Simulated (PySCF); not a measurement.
Level of theory: PySCF, delta-SCF UKS SCAN, pcX-2 on the ionised atom, pcseg-1 elsewhere, spin-free X2C. Geometries: PBE0-D3(BJ)/def2-SVP; isolated species, one conformer each. Values against the vacuum level.

(1) Order these sites by rising C 1s binding energy.
A. C5 in `[GeH3:1][O:2][B:3]1[CH:4]=[CH:5][CH:6]=[CH:7][CH:8]=[CH:9]1`
B. C1 in `[CH3:1][Si@H:2]1[SiH2:3][Si@H:4]([CH:5]2[CH2:6][CH2:7]2)[SiH2:8]1`
C. C3 in `[CH:1]#[C:2][C@H:3]([CH3:4])[SiH2:5][SiH2:6][SiH2:7][SiH3:8]`

Results:

(1) B (290.01 eV), A (290.47 eV), C (290.97 eV).

The highest is bonded to 2 C, H and Si, the lowest to 3 H and Si; the range is 0.96 eV.

1 of these hole states is spin-contaminated (⟨S²⟩ 0.92, against 0.75; counted from 0.85) and less certain.
